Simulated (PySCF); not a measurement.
[SmOF]− at several levels of theory

Computed with PySCF 2.14.0 (density fitting, no spin-orbit coupling) at the geometry relaxed with PBE0:

```xyz
3
[SmOF]− (singlet in the valence; each metal's 4f electrons, 6 of them, lie in its core potential, out of spins and levels)
Sm    0.0294    0.0000   -0.3158
O     1.7761    0.0000    0.7305
F    -1.9104    0.0000    0.8264
```

| level | basis | state | HOMO (eV) | gap (eV) | charge on Sm1 (e) | population of f-type functions on Sm1 (polarisation alone where 4f lies in the core) | dipole about the centre of mass (D) | largest force component (eV/Å) |
| --- | --- | --- | --- | --- | --- | --- | --- | --- |
| PBE0 | Sm lcecp-0-SVP with ECP52, O def2-SVP, F def2-SVP | singlet | – | – | 0.25 | 0.05 | 8.13 | 0.01 |
| BP86 | the same | singlet | – | – | 0.07 | 0.05 | 6.88 | 0.57 |
| revPBE | the same | singlet | – | – | 0.08 | 0.05 | 6.95 | 0.68 |

In the lcecp rows the 4f levels are missing from HOMO and gap, and the state counts the valence alone.

Charges are Mulliken's, which hang on the basis. The relaxation used the grid (50, 194), these runs (75, 302) or, all-electron (x2c bases, spin-free X2C Hamiltonian), (99, 590).

Question: What does PBE0 with Sm lcecp-0-TZVP with ECP52, O def2-TZVP, F def2-TZVP give here?

Answer: state singlet, charge on Sm1 (e) 0.62, population of f-type functions on Sm1 (polarisation alone where 4f lies in the core) 0.06, dipole about the centre of mass (D) 8.74, largest force component (eV/Å) 0.55. Time: 7.8 s on 2 threads of Arm Neoverse N1, on a shared host, from free ions and atoms.

An lcecp potential fixes the number of 4f electrons, so in runs with it no electron can move into or out of that shell.

Small gap, closed shell not tested for a spin-broken solution: BP86, revPBE.
